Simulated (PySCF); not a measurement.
## Shieldings and the share of exact exchange

Molecule: `BNB(F)NC`, CH₇B₂FN₂.

Cartesian coordinates in Å; atom numbers follow the order of the lines, from 1:
```xyz
13

B    -2.3973   -0.1421   -0.0395
N    -1.4432    0.8785   -0.1104
B     0.0045    0.7776   -0.0764
F     0.6904    1.9285   -0.1896
N     0.6951   -0.4269    0.0657
C     2.1255   -0.5816    0.1024
H    -2.0336   -1.2930    0.0796
H    -3.5756    0.1233   -0.0964
H    -1.7849    1.8292   -0.2156
H     0.1543   -1.2789    0.1466
H     2.6005    0.4048    0.0190
H     2.4699   -1.0402    1.0453
H     2.4988   -1.2037   -0.7295
```

GIAO shieldings (ppm, equivalent atoms averaged) in PySCF on the PBE0-D3(BJ)/def2-SVP geometry, basis pcSseg-1, gas phase, non-relativistic:

| functional | exact exchange (%) | σ(B1) | σ(B3) | σ(N2) | σ(N5) |
| --- | --- | --- | --- | --- | --- |
| BLYP | 0 | 52.2 | 72.0 | 102.2 | 189.2 |
| BP86 | 0 | 55.2 | 74.8 | 106.3 | 193.8 |
| PBE | 0 | 54.3 | 74.5 | 105.1 | 193.1 |
| B3LYP | 20 | 55.2 | 75.3 | 111.2 | 196.9 |
| mPW1PW91 | 25 | 58.4 | 78.4 | 116.5 | 201.3 |
| BHandHLYP | 50 | 60.1 | 80.3 | 123.7 | 207.0 |
| HF | 100 | 70.9 | 89.7 | 143.3 | 221.6 |

(1) Fit each shielding as a line in the percentage of exact exchange.

(2) What does the line predict for PBE0 (25 %), and what does the run give?

Answers

(1) σ(B1) = 53.4 + 0.17 x (rms 1.3 ppm); σ(B3) = 73.5 + 0.16 x (rms 1.1 ppm); σ(N2) = 104.7 + 0.39 x (rms 1.5 ppm); σ(N5) = 192.2 + 0.30 x (rms 1.5 ppm). The functionals also differ in their semilocal parts, which the line can't hold; Hartree–Fock has no correlation at all.

(2) σ(B1): 57.6 predicted, 58.2 computed; σ(B3): 77.5 predicted, 78.5 computed; σ(N2): 114.5 predicted, 116.4 computed; σ(N5): 199.7 predicted, 202.2 computed ppm.
